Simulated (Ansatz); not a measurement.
System: sum formula BNH2F, net charge 0, doublet state. It need not be the lowest isomer of its formula. 
Coordinates optimised at B3LYP-D3(BJ)/def2-TZVP (Ansatz, a first-principles code):
```
B
F 1 1.3326
N 1 1.3995 2 122.39
H 3 1.0123 1 128.61 2 -113.05
H 1 1.1998 2 119.18 3 173.49
```
Charge 0, spin multiplicity 2.

Computed values are from Ansatz. Cores are frozen in the correlated levels unless marked. Open shells are spin-unrestricted. Spin-orbit coupling is left out. Non-relativistic. Basis-set limits of correlation are two-point, X^-3; Hartree-Fock from the larger set. The bracket is a focal-point correction in the basis named.

- atomisation energy De: 431.6 kcal/mol at RI-MP2/CBS(aug-cc-pVTZ,aug-cc-pVQZ)+[CCSD(T)-MP2]/aug-cc-pVTZ
- total energy: -180.4910 Eh at RI-MP2/CBS(aug-cc-pVTZ,aug-cc-pVQZ)+[CCSD(T)-MP2]/aug-cc-pVTZ
- dipole moment: 1.95 D at CCSD(T)/aug-cc-pVDZ
- T1 diagnostic: 0.017 at CCSD/aug-cc-pVTZ
